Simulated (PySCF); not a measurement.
# TDDFT excited states: C5H14Ge

Species: GeH2Me(tBu), C5H14Ge.
SMILES: `[CH3][GeH2][C](C)(C)C`

Method: TDDFT B3LYP/def2-SVPD, vertical, gas phase, core orbitals frozen in the response (PySCF). Isolated species at its PBE0-D3(BJ)/def2-SVP geometry, gas phase. Relativistic effects, spin–orbit coupling among them, are left out although an element past zinc is present.

Question: What does the calculation give for the low-lying excited states?

Answer: 

```
state  E (eV)  λ (nm)       f  main configurations (H = HOMO, L = LUMO)
   S1    6.68   185.7   0.037                                 H→L (99%)
   S2    7.07   175.3   0.014                               H→L+1 (99%)
   S3    7.60   163.2   0.047                               H→L+2 (92%)
   S4    7.76   159.8   0.206                  H→L+3 (76%), H-1→L (16%)
   S5    7.80   159.0  0.0060                               H→L+4 (98%)
   S6    7.83   158.3  0.0016                  H-1→L (76%), H→L+3 (14%)
   S7    8.06   153.8   0.049                               H-2→L (93%)
   S8    8.16   152.0   0.193                               H→L+5 (89%)
   S9    8.18   151.6   0.034                               H→L+6 (88%)
  S10    8.26   150.1   0.150                             H-1→L+1 (83%)
  S11    8.39   147.7   0.032                             H-2→L+1 (89%)
  S12    8.45   146.7   0.037                               H→L+7 (95%)
  S13    8.54   145.1   0.064                H-1→L+2 (78%), H-4→L (12%)
  S14    8.57   144.7   0.038                               H-3→L (94%)
  S15    8.60   144.1   0.087                 H-4→L (82%), H-1→L+2 (8%)
```

Triplets, Tamm–Dancoff:

| state | E (eV) | λ (nm) | main configurations (H = HOMO, L = LUMO) |
| --- | --- | --- | --- |
| T1 | 6.57 | 188.8 | H→L (98%) |
| T2 | 6.87 | 180.5 | H→L+1 (76%), H→L+2 (13%) |
| T3 | 7.06 | 175.7 | H→L+2 (59%), H→L+1 (20%), H→L+3 (12%) |
| T4 | 7.49 | 165.6 | H→L+3 (69%), H→L+2 (15%), H-1→L (11%) |

The lowest singlet comes at 186 nm (644 kJ/mol) in the vacuum ultraviolet; it is of moderate strength; its leading configuration is HOMO→LUMO (99%). The strongest level in the table is S4 at 7.76 eV (160 nm, f = 0.206). Löwdin shares by element: HOMO carbon 45% or more, germanium 21% (atoms not listed hold the other 35%); LUMO carbon 24% or more, germanium 23% (atoms not listed hold the other 53%). The oscillator strengths of these states sum to 0.995; summed over the whole spectrum of an exact calculation they would give the number of electrons, 76 (Thomas–Reiche–Kuhn). The listed states span 1.93 eV, and the widest gap between neighbours is 0.52 eV (S2 to S3). Weighted by f, the mean energy of these states is 8.09 eV. Singlets were solved by full linear response, triplets in the Tamm–Dancoff approximation.
